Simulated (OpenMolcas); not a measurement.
Pd2+ with 6 ligands (fluoride) in trigonal antiprismatic coordination (D3d), a polar angle of 54.2° against the regular 54.74°. A charge of +0.667 e stands 2.8 Å behind each ligand. Ligand basis ANO-RCC-VDZP.

| Item | Value |
| --- | --- |
| Program | OpenMolcas |
| Method | CASSCF |
| Basis | ANO-RCC-VDZP [6s5p3d1f] |
| Scalar Hamiltonian | DKH2, point nucleus |
| Active space | 8 electrons in 5 orbitals (4d) |
| State averaging | 2S+1 = 3 even, 10 roots; 2S+1 = 1 even, 15 roots |
| Spin-orbit coupling | state interaction with AMFI integrals over the reference wave functions |

All ligands move together. At R = 2.07 Å the first state of the same spin is 13021 cm-1, and at R = 2.27 Å it is 7456 cm-1.

Task: A third run gives 9829 cm-1. What distance was it run at?

Result: With a power law R^-n the two known points give n = -ln(7456 / 13021) / ln(2.27 / 2.07) = 6.05. Then R = 2.07 × (13021 / 9829)^(1/6.05) = 2.168 Å. The run was at 2.17 Å, so the estimate is off by -0.002 Å.

Without dynamic correlation the repulsion within the d shell is too large (B by tens of per cent), so at a given field states of lower spin stand too high. Real 4d8 and 5d8 ions are as a rule square planar and diamagnetic. With metal d orbitals alone the field can be off either way by tens of per cent. Ligand-to-metal charge-transfer states are missing. With no ligand orbital active B as a rule stays too high, so bands that hang on it stand too high and its fall with covalency is understated. No measured value stands beside these numbers; the geometry was imposed, not optimised, and the real ion may take another.
